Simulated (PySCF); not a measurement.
Run record for `C1C(F)=C[C@@H](C=1)F`: LC-wPBE/pcJ-1, IEF-PCM tetrahydrofuran, grid level 1, TDA, 6 singlets.

Method: TDA LC-wPBE/pcJ-1, vertical, IEF-PCM tetrahydrofuran (non-equilibrium linear response), core orbitals frozen in the response (PySCF 2.14.0, density-fitted response routines). Geometry: GFN2-xTB. The command runs a driver script over a list of jobs; the input below is this job's line of settings and its coordinates in Å.

Command:
```bash
OMP_NUM_THREADS=1 python probes_run.py task.json out
```

Input:
```
{"job": {"kind": "uv", "xc": "LC-wPBE", "basis": "pcJ-1", "solvent": "tetrahydrofuran", "nstates": 6, "ntriplets": 2, "tda": true, "grid": 1}, "charge": 0, "multiplicity": 1}
F      2.519388     0.495049    -0.438705
C      1.230539     0.229612    -0.221905
C      0.692776    -0.971418     0.007306
C     -0.772878    -0.760278     0.264222
F     -1.596056    -1.561190    -0.485132
C     -0.966134     0.714044     0.021427
C      0.220216     1.279096    -0.213365
H      1.172871    -1.928416     0.041442
H     -1.004981    -0.992021     1.316611
H     -1.929827     1.182560     0.069157
H      0.439510     2.315632    -0.387023
```

Output:
```
final grid: 46392 points
cycle   1  E = -392.2338753957  dE =  1.545e+00  |g| = 7.296e-01  |ddm| = 2.921e+00
cycle   2  E = -392.2535731232  dE = -1.970e-02  |g| = 7.558e-01  |ddm| = 8.402e-01
cycle   3  E = -392.3313014836  dE = -7.773e-02  |g| = 6.537e-02  |ddm| = 4.101e-01
cycle   4  E = -392.3320738214  dE = -7.723e-04  |g| = 2.632e-02  |ddm| = 6.552e-02
cycle   5  E = -392.3322353722  dE = -1.616e-04  |g| = 9.346e-03  |ddm| = 3.017e-02
cycle   6  E = -392.3322557787  dE = -2.041e-05  |g| = 2.044e-03  |ddm| = 9.361e-03
cycle   7  E = -392.3322577914  dE = -2.013e-06  |g| = 1.112e-03  |ddm| = 3.241e-03
cycle   8  E = -392.3322583492  dE = -5.578e-07  |g| = 3.162e-04  |ddm| = 1.800e-03
cycle   9  E = -392.3322584281  dE = -7.889e-08  |g| = 1.577e-04  |ddm| = 7.233e-04
cycle  10  E = -392.3322584399  dE = -1.176e-08  |g| = 5.188e-05  |ddm| = 2.463e-04
cycle  11  E = -392.3322584421  dE = -2.247e-09  |g| = 1.881e-05  |ddm| = 1.318e-04
cycle  12  E = -392.3322584423  dE = -1.816e-10  |g| = 8.214e-06  |ddm| = 3.564e-05
converged SCF energy = -392.3322584423

Static polarisability (au): isotropic 58.041, principal 33.603 63.323 77.199

Singlet excitations
state   eV       nm        f      main configurations
  1   5.0911    243.5   0.10097   H->L 0.96
  2   7.1383    173.7   0.04892   H-2->L 0.53, H-1->L 0.36
  3   7.1855    172.5   0.05686   H-1->L 0.43, H-2->L 0.42
  4   8.0379    154.2   0.01433   H-3->L 0.47, H-4->L 0.27, H->L+2 0.18
  5   8.1989    151.2   0.00440   H-4->L 0.66, H-3->L 0.20
  6   8.5163    145.6   0.01784   H->L+1 0.78, H->L+6 0.11

Triplet excitations (Tamm-Dancoff, eV): 2.7658 4.7959
```

H and L stand for HOMO and LUMO; the number after each pair is its weight.

How does the lowest singlet excitation compare with the HOMO–LUMO gap?

HOMO -9.52 eV and LUMO 0.86 eV give a gap of 10.38 eV; S1 at 5.09 eV lies 5.29 eV below it.

Give S1 in cm⁻¹ and kJ/mol.

5.0911 eV × 8065.54 = 41062 cm⁻¹; × 96.485 = 491.2 kJ/mol.

In short: SCF converged in 12 cycles with 229 basis and 797 fitting functions; HOMO -9.52 eV, LUMO 0.86 eV; lowest singlet 5.09 eV; lowest triplet 2.77 eV (Tamm–Dancoff); mean polarisability 58.0 au.

Geometry: GFN2-xTB; no vibrations or thermal averaging.

How long does this job take on one thread of an Intel Xeon Platinum 8488C, shared host with 96 logical CPUs at a one-minute load of 24? And the peak memory of the process?

About 19 s, with 0.98 GiB resident at the peak, the Python interpreter and its libraries included.
